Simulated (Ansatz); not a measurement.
System: sum formula BBrF (charge 0, doublet). It need not be the lowest isomer of its formula. SMILES: Br[B]F
Geometry: optimised at B3LYP-D3(BJ)/def2-TZVP (Ansatz, a quantum-chemistry and plane-wave program).

Parts of the frozen-core correlation energy in STO-3G (Ansatz, hartree). Frozen orbitals: 16; correlated occupied orbitals by spin: 9 and 8; virtual: 3 and 4. UHF or UKS for open shells. No spin-orbit coupling. Non-relativistic.

| term | value |
|---|---|
| reference (HF) | -2667.09802 |
| MP2 opposite-spin | -0.04493 |
| MP2 same-spin | -0.01414 |
| CCSD correlation | -0.06991 |
| (T) | -0.00587 |
| T1 diagnostic | 0.018 |
| largest doubles amplitude | 0.061 |
| <S^2> of the reference | 0.754 |
